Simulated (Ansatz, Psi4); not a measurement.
Predicting a hybrid from its neighbours: CH5BClN

CH5BClN has 9 atoms, charge 0, and is taken as a singlet. As SMILES, `CNBCl`. Geometry: relaxed at PBE0-D4/def2-TZVP. This is one conformer, not always the lowest.

The HOMO–LUMO gap y, in eV, basis def2-SVP; a is the functional's share of exact exchange. Programs: Ansatz 0.2.0, Psi4 1.11.

| functional | program | a | y (eV) |
| --- | --- | --- | --- |
| TPSS | Psi4 | 0 | 6.24 |
| r2SCAN | Psi4 | 0 | 6.59 |
| B3LYP | Ansatz | 0.2 | 7.81 |
| r2SCAN0 | Ansatz | 0.25 | 8.69 |
| PBE0 | Ansatz | 0.25 | ? |
| BHLYP | Ansatz | 0.5 | 10.59 |

Question: Fit y = c + s·a to the known rows and predict PBE0.

Answer: 
1. Means of the 5 rows: a = 0.1900, y = 7.984.
2. Σ(Δa)² = 0.172, Σ(Δa·Δy) = 1.4447, so the slope is 1.4447/0.172 = 8.3994.
3. Intercept: 7.984 − (8.3994) × 0.1900 = 6.388. The largest residual of the fit is 0.26.
4. PBE0: 6.388 + (8.3994) × 0.25 = 8.49 eV.

The run gave 8.28 eV, so the prediction is off by +0.21 eV, within the largest residual. Exact exchange lowers occupied levels and raises empty ones. The rows mix families of semi-local functionals, which the line can't see.
